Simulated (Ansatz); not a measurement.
Molecule: C4H2FS (charge 0, doublet). SMILES: c1[c]scc1F
Structure (B3LYP-D3(BJ)/def2-TZVP (Ansatz, a quantum-chemistry and plane-wave program) minimum search):
```xyz
8

F     -0.1689     2.2515     0.4491
C     -0.1372     0.9376     0.1801
C     -1.3357     0.2083    -0.0961
C     -0.9944    -1.0771    -0.3270
S      0.6595    -1.4464    -0.2311
C      1.0128     0.2131     0.1498
H     -2.3246     0.6388    -0.1099
H      2.0210     0.5485     0.3244
```
Charge 0, spin multiplicity 2.

Wanted: atomisation energy, in kcal/mol. Conventions: 6-311+G** with 5d, 6d on Na to Ar in Ansatz; non-relativistic; open shells spin-unrestricted; six Cartesian d functions in 6-31G* and its kin unless marked 5d; no spin-orbit coupling; atomisation electronic, to ground-state atoms; LANL2DZ with its own core potentials from Na on; no dispersion term unless named. First-principles rows: single points at B3LYP-D3(BJ) geometries (Ansatz).

| level | program | atomisation energy (kcal/mol) |
|---|---|---|
| B3LYP/STO-3G | Ansatz | 943.7 |
| B3LYP/3-21G | Ansatz | 790.6 |
| B3LYP/LANL2DZ | Ansatz | 757.5 |
| B3LYP/6-31G | Ansatz | 778.0 |
| B3LYP/6-31G* | Ansatz | 832.9 |
| B3LYP/6-31+G* | Ansatz | 820.4 |
| B3LYP/6-31G** | Ansatz | 835.0 |
| B3LYP/def2-SVP | Ansatz | 845.7 |
| B3LYP/cc-pVDZ | Ansatz | 822.1 |
| B3LYP/6-311+G** | Ansatz | 822.0 |
| B3LYP/def2-TZVPD | Ansatz | 835.5 |

No value to compare with is used here. The 10 habitual levels span 757.5 (B3LYP/LANL2DZ) to 943.7 kcal/mol (B3LYP/STO-3G); B3LYP/def2-TZVPD gives 835.5.

The sets are all those run for this method; left out are runs that failed, that the program found above a lower state of the same kind, or whose <S^2> lies over 0.5 above the pure value.
